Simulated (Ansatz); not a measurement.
Computed with Ansatz on PBE0-D4/def2-TZVP structures; ΔE is electronic, products minus reactants. CBS: MP2 limit from def2 TZ/QZ plus the TZ coupled-cluster correction, frozen cores. This one scheme is used for every species. Functionals use def2-TZVPP. B3LYP here is the variant with VWN-RPA as its local correlation; programs differ in this. For As outer-core shells are correlated without core-valence functions, which leaves a few kJ/mol of doubt a bond. Scalar relativity is left out up to krypton. Each species was taken in one conformer, which may not be the lowest.

`CC[AsH]C` + CH₄ → `C[AsH]C` + `CC`  (formal exchange of groups at the As–C bond)

```json
{"level": "revPBE-D4", "ΔE (kJ/mol)": "5.2", "difference from CCSD(T)/CBS": "-0.3"}
{"level": "r2SCAN-D4", "ΔE (kJ/mol)": "3.9", "difference from CCSD(T)/CBS": "-1.6"}
{"level": "ωB97M-V", "ΔE (kJ/mol)": "3.2", "difference from CCSD(T)/CBS": "-2.3"}
{"level": "PBE-QIDH", "ΔE (kJ/mol)": "2.9", "difference from CCSD(T)/CBS": "-2.6"}
{"level": "BLYP", "ΔE (kJ/mol)": "-0.6", "difference from CCSD(T)/CBS": "-6.1"}
{"level": "B3LYP", "ΔE (kJ/mol)": "-0.6", "difference from CCSD(T)/CBS": "-6.1"}
{"level": "RPA@PBE/def2-TZVPP", "ΔE (kJ/mol)": "3.8", "difference from CCSD(T)/CBS": "-1.7"}
{"level": "MP2/def2-SVP", "ΔE (kJ/mol)": "5.5", "difference from CCSD(T)/CBS": "0.0"}
{"level": "HF/def2-TZVPP", "ΔE (kJ/mol)": "-3.4", "difference from CCSD(T)/CBS": "-8.9"}
{"level": "MP2/def2-QZVPP", "ΔE (kJ/mol)": "7.0", "difference from CCSD(T)/CBS": "1.5"}
{"level": "CCSD(T)/CBS", "ΔE (kJ/mol)": "5.5", "difference from CCSD(T)/CBS": "0"}
```

Largest T1 diagnostic among the species: 0.010.

The D4 term adds +4.5 kJ/mol with B3LYP and +2.6 kJ/mol with PBE0; it sums over pairs of atoms, weighted by their polarisabilities, and B3LYP, whose exchange is more repulsive, gets the larger term. In def2-TZVPP, CCSD(T) changes the Hartree–Fock value by +7.8 kJ/mol (the triples alone add +1.5 kJ/mol) and MP2 by +9.8 kJ/mol. Leaving LDA and LC-ωPBE aside and taking each functional with its dispersion term where it has one, the values, not all of them listed here, spread over 3.3 kJ/mol, from B2PLYP to revPBE-D4. LDA lies +3.7 kJ/mol from PBE without D4.
